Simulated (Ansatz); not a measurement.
This geometry of CH7N3Si (12 atoms, charge 0, multiplicity 1) is a first-order saddle point.

All numbers below come from RKS PBE0-D4/def2-SVP in Ansatz.

```xyz
12
Properties=species:S:1:pos:R:3
N -2.036 1.590 -0.535
C -1.258 0.482 -0.579
N -0.171 0.360 0.068
Si 0.895 -1.010 0.079
N 2.287 -0.819 1.087
H -2.894 1.653 -1.061
H -1.748 2.369 0.042
H -1.693 -0.292 -1.250
H 1.410 -1.271 -1.305
H 0.170 -2.221 0.587
H 2.139 -0.770 2.090
H 2.977 -0.127 0.812
```

Which two structures does it join? (They come from a converged band through this point; their orientation in space is the band's.)

No bond is made or broken. The dihedral C2–N3–Si4–H10 goes from -121 to 1°. The two ends are copies of one structure, up to a mirror image or an exchange of like atoms.

Initial state:

```xyz
12
Properties=species:S:1:pos:R:3
N -1.967 1.616 -0.573
C -1.085 0.590 -0.617
N -0.464 0.147 0.400
Si 0.677 -1.160 0.344
N 2.282 -0.773 0.860
H -2.467 1.918 -1.395
H -2.174 2.044 0.320
H -0.967 0.185 -1.648
H 0.780 -1.667 -1.071
H 0.199 -2.238 1.259
H 2.435 -0.596 1.848
H 2.828 -0.121 0.306
```

Final state:

```xyz
12
Properties=species:S:1:pos:R:3
N -2.142 1.476 -0.206
C -1.309 0.412 -0.144
N -0.069 0.464 -0.423
Si 1.000 -0.902 -0.331
N 2.323 -0.741 0.772
H -3.127 1.388 -0.009
H -1.775 2.365 -0.520
H -1.838 -0.513 0.182
H 1.607 -1.112 -1.678
H 0.217 -2.115 0.096
H 2.124 -0.685 1.765
H 3.066 -0.093 0.533
```

How far does it lie above each of them?

0.074 eV above the first and 0.074 eV above the second. This is the barrier of this one path; another mechanism may lie lower.

Time of the run: 80 s on 2 threads of Arm Neoverse V1, on a shared host, peak memory 0.24 GiB.
